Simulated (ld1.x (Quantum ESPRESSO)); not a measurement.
**What the settings do to the PAW potential of silicon (Si)**

Base potential:

```json
{
 "Element": "Si",
 "Generator": "ld1.x (Quantum ESPRESSO) 7.5",
 "Type": "PAW",
 "Functional": "PBE",
 "Relativity": "non-relativistic",
 "Frozen core": "[He]",
 "Valence charge": "12",
 "Reference configuration": "2s2 2p6 3s2 3p1.75 (charge +0.25)",
 "Partial waves": "2s (bound): rcut 0.90, rcutus 1.05 bohr; 3s (bound): rcut 0.90, rcutus 1.05 bohr; 2p (bound): rcut 0.80, rcutus 0.85 bohr; 3p (bound): rcut 0.80, rcutus 0.85 bohr; 3d channel at 0.25 Ry: rcut 0.95, rcutus 1.05 bohr",
 "Local potential": "all-electron potential smoothed inside 0.95 bohr (lloc = -1)",
 "Core correction": "Bessel-smoothed model core inside 0.70 bohr",
 "Augmentation charge": "BESSEL, radius 0.70 bohr"
}
```

All-electron outer shells of the reference configuration (PBE, non-relativistic, ld1.x):

| shell | level (eV) | outermost node (bohr) | outermost maximum (bohr) |
| --- | --- | --- | --- |
| 2s | -140.97 | 0.15 | 0.45 |
| 2p | -97.72 | – | 0.39 |
| 3s | -12.67 | 0.72 | 1.77 |
| 3p | -5.84 | 0.72 | 2.11 |

Cutoffs, loose and tight: the cutoffs (Ry, on a coarse ladder) from which the occupation-weighted sum of valence levels, in a spherical-Bessel basis at the reference potential, stays within 10 and 1 mRy of its value at 400 Ry. They do not see the model core or the augmentation charge, which bear on the density cutoff. Test errors are all-electron minus pseudo excitation energies from the reference, over the configurations 2s2 2p6 3s2 3p2; 2s2 2p6 3s2 3p1; 2s2 2p6 3s2 3p0; 2s2 2p6 3s1 3p2; 2s2 2p6 3s2 3p1.5; 2s2 2p6 3s2 3p2.3; 2s2 2p6 3s1 3p0. A dash means not determined; rows that change the core or the reference have their own tests. The largest error is taken over the tests solved by every variant that gives reliable tests at all: 2s2 2p6 3s1 3p2; 2s2 2p6 3s2 3p0; 2s2 2p6 3s2 3p1; 2s2 2p6 3s2 3p2.

Cutoffs are not given where the Bessel-basis levels miss the radial ones by over 6 mRy, ghosts where they miss by over 20 mRy; a channel whose overlap is not positive is not tested.

A file whose overlap is not positive is unfit for use, and its test errors describe a broken file.

| change | outcome | cutoff, loose | cutoff, tight | bound ghosts | largest test error (meV) |
| --- | --- | --- | --- | --- | --- |
| base | generated, overlap not positive | – | – | not determined (overlap not positive) | +5.5 |
| local potential all-electron potential smoothed inside 0.42 bohr (lloc = -1) | generated, overlap not positive | – | – | not determined (overlap not positive) | +1.1 |
| local potential all-electron potential smoothed inside 0.52 bohr (lloc = -1) | generated, overlap not positive | – | – | not determined (overlap not positive) | +0.3 |
| local potential all-electron potential smoothed inside 0.62 bohr (lloc = -1) | generated, overlap not positive | – | – | not determined (overlap not positive) | -0.1 |
| local potential all-electron potential smoothed inside 0.70 bohr (lloc = -1) | generated, overlap not positive | – | – | not determined (overlap not positive) | -0.2 |
| local potential all-electron potential smoothed inside 0.76 bohr (lloc = -1) | generated, overlap not positive | – | – | not determined (overlap not positive) | -0.2 |
| local potential all-electron potential smoothed inside 0.84 bohr (lloc = -1) | generated, overlap not positive | – | – | not determined (overlap not positive) | -0.1 |
| local potential all-electron potential smoothed inside 1.04 bohr (lloc = -1) | generated | 160 Ry | 260 Ry | none | +0.3 |
| local potential all-electron potential smoothed inside 1.14 bohr (lloc = -1) | generated | 160 Ry | 230 Ry | none | +0.1 |
| local potential all-electron potential smoothed inside 1.22 bohr (lloc = -1) | generated | 160 Ry | 260 Ry | none | +2.2 |

Problem. What comes out with this change to the base: local potential all-electron potential smoothed inside 0.94 bohr (lloc = -1)?

Solution. outcome: generated, overlap not positive; bound ghosts: not determined (overlap not positive); largest test error (meV): +501. A file whose overlap is not positive is unfit for use, and its test errors describe a broken file.
